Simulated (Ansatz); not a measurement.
Consider the ligand exchange at a B–O bond: `NB(O)Cl` + HCl → `NB(Cl)Cl` + H₂O.

Calculated with Ansatz (gas phase, PBE0-D4/def2-TZVP geometries, no zero-point term in ΔE). CCSD(T)/CBS adds triple-zeta CCSD(T) − MP2 to the extrapolated MP2 energy (def2 sets, frozen cores). This one scheme is used for every species. Functionals use def2-TZVPP. HSE06 is defined as in plane-wave codes. One conformer a species, not always the lowest.

| level | ΔE (kJ/mol) | difference from CCSD(T)/CBS |
| --- | --- | --- |
| LDA (SPW92) | 41.3 | 5.9 |
| PBE0-D4 | 35.5 | 0.1 |
| r2SCAN0-D4 | 39.7 | 4.3 |
| HSE06-D4 | 35.4 | 0.0 |
| CAM-B3LYP-D4 | 45.3 | 9.9 |
| B2PLYP | 40.6 | 5.2 |
| BLYP | 41.7 | 6.3 |
| LC-ωPBE | 40.6 | 5.2 |
| HF/def2-SVP | 56.1 | 20.7 |
| CCSD/CBS(def2) | 37.9 | 2.5 |
| CCSD(T)/CBS | 35.4 | 0 |

Largest T1 diagnostic among the species: 0.011.

From BLYP to BHLYP (50 % exact exchange), in def2-TZVPP and without D4, ΔE moves by +5.1 kJ/mol. At CCSD(T), def2-SVP lies +12.0 kJ/mol from the extrapolated value and def2-TZVPP +3.9 kJ/mol. Leaving LDA and LC-ωPBE aside and taking each functional with its dispersion term where it has one, the values, not all of them listed here, spread over 14.7 kJ/mol, from revPBE-D4 to CAM-B3LYP-D4. LDA lies +6.4 kJ/mol from PBE without D4.
